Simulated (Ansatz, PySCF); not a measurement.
Potential energy curve for CH3N, SMILES C=N. The C1–N4 bond (C1 also carries H, H; N4 carries H) is varied alone, starting from the PBE0/def2-TZVP optimised geometry.

- UHF/cc-pVTZ (Ansatz, a program for electronic structure)
- RHF/cc-pVTZ (Ansatz)
- UKS-PBE = unrestricted PBE/cc-pVTZ run with Ansatz
- RKS-PBE = restricted PBE/cc-pVTZ (Ansatz)
- UKS-B3LYP = unrestricted B3LYP/cc-pVTZ run with Ansatz
- RKS-B3LYP = restricted B3LYP/cc-pVTZ (Ansatz)
- UKS-PBE0 = unrestricted PBE0/cc-pVTZ run with Ansatz
- RKS-PBE0 = restricted PBE0/cc-pVTZ (Ansatz)
- UKS-B3LYP/6-31G* = unrestricted B3LYP/6-31G*, spherical d (PySCF)
- RKS-B3LYP/6-31G* = restricted B3LYP/6-31G*, spherical d in PySCF
- UKS-B3LYP/6-311+G** = unrestricted B3LYP/6-311+G**, spherical d in PySCF
- RKS-B3LYP/6-311+G** = PySCF with restricted B3LYP/6-311+G**, spherical d
- UKS-M06-2X/6-31G* = unrestricted M06-2X/6-31G*, spherical d (PySCF)
- RKS-M06-2X/6-31G* = restricted M06-2X/6-31G*, spherical d in PySCF

Scanned distances (Å): 0.99, 1.09, 1.12, 1.17, 1.23, 1.26, 1.30, 1.36, 1.40, 1.47, 1.59, 1.68, 1.91, 2.08, 2.28, 2.56, 2.75, 3.09, 3.43, 3.75, 4.40.

### Question
Where does the unrestricted solution first break spin symmetry (<S²> of 0.01 or more)?

### Answer
UHF: between 1.26 and 1.30 Å; UKS-PBE: between 1.68 and 1.91 Å; UKS-B3LYP: between 1.47 and 1.59 Å; UKS-PBE0: between 1.47 and 1.59 Å; UKS-B3LYP/6-31G*: between 1.47 and 1.59 Å; UKS-B3LYP/6-311+G**: between 1.59 and 1.68 Å; UKS-M06-2X/6-31G*: between 1.59 and 1.68 Å.

```tsv
R / Å	<S²> UHF	E(RHF) − E(UHF) / kcal/mol	<S²> UKS-PBE	E(RKS-PBE) − E(UKS-PBE) / kcal/mol	<S²> UKS-B3LYP	E(RKS-B3LYP) − E(UKS-B3LYP) / kcal/mol	<S²> UKS-PBE0	E(RKS-PBE0) − E(UKS-PBE0) / kcal/mol	<S²> UKS-B3LYP/6-31G*	E(RKS-B3LYP/6-31G*) − E(UKS-B3LYP/6-31G*) / kcal/mol	<S²> UKS-B3LYP/6-311+G**	E(RKS-B3LYP/6-311+G**) − E(UKS-B3LYP/6-311+G**) / kcal/mol	<S²> UKS-M06-2X/6-31G*	E(RKS-M06-2X/6-31G*) − E(UKS-M06-2X/6-31G*) / kcal/mol
0.99	0.00	0.0	0.00	0.0	0.00	0.0	0.00	0.0	0.00	0.0	0.00	0.0	0.00	0.0
1.09	0.00	0.0	0.00	0.0	0.00	0.0	0.00	0.0	0.00	0.0	0.00	0.0	0.00	0.0
1.12	0.00	0.0	0.00	0.0	0.00	0.0	0.00	0.0	0.00	0.0	0.00	0.0	0.00	0.0
1.17	0.00	0.0	0.00	0.0	0.00	0.0	0.00	0.0	0.00	0.0	0.00	0.0	0.00	0.0
1.23	0.00	0.0	0.00	0.0	0.00	0.0	0.00	0.0	0.00	0.0	0.00	0.0	0.00	0.0
1.26	0.00	0.0	0.00	0.0	0.00	0.0	0.00	0.0	0.00	0.0	0.00	0.0	0.00	0.0
1.30	0.13	0.4	0.00	0.0	0.00	0.0	0.00	0.0	0.00	0.0	0.00	0.0	0.00	0.0
1.36	0.33	2.8	0.00	0.0	0.00	0.0	0.00	0.0	0.00	0.0	0.00	0.0	0.00	0.0
1.40	0.44	5.4	0.00	0.0	0.00	0.0	0.00	0.0	0.00	0.0	0.00	0.0	0.00	0.0
1.47	0.60	11.2	0.00	0.0	0.00	0.0	0.00	0.0	0.00	0.0	0.00	0.0	0.00	0.0
1.59	0.78	23.6	0.00	0.0	0.01	0.0	0.19	0.5	0.06	0.0	0.00	0.0	0.00	0.0
1.68	0.89	33.7	0.00	0.0	0.29	1.2	0.43	2.9	0.32	1.5	0.27	1.0	0.38	1.3
1.91	1.31	60.2	0.51	2.9	0.72	9.3	0.80	13.6	0.74	10.4	0.71	8.6	0.86	14.5
2.08	1.62	73.2	0.77	7.6	0.95	16.9	1.04	22.9	0.97	18.5	0.94	15.9	1.15	27.1
2.28	1.83	81.6	1.07	14.3	1.31	27.1	1.42	35.7	1.33	29.5	1.30	25.8	1.23	—
2.56	1.95	87.9	1.53	25.7	1.69	41.7	1.76	52.9	1.50	25.3	1.69	40.1	1.59	—
2.75	1.98	90.3	1.73	33.7	1.83	48.9	1.87	60.6	1.63	33.9	1.82	47.3	1.67	—
3.09	2.01	92.6	1.90	45.6	1.94	55.9	1.96	67.4	1.72	42.5	1.94	54.5	1.72	—
3.43	2.02	93.6	1.97	53.9	1.98	58.9	1.99	70.5	1.76	46.3	1.98	57.8	1.73	—
3.75	2.03	94.2	1.99	58.9	2.00	60.4	2.00	72.0	0.00	—	2.00	59.5	1.73	—
4.40	2.03	94.6	2.01	64.3	2.01	61.8	2.01	73.3	0.00	—	2.01	61.3	1.73	—
```

A dash means that the run gave no value there, or that the column was ended at a point which the program doubted or which failed a test of continuity chosen for this set; such a test can also cut sound points.
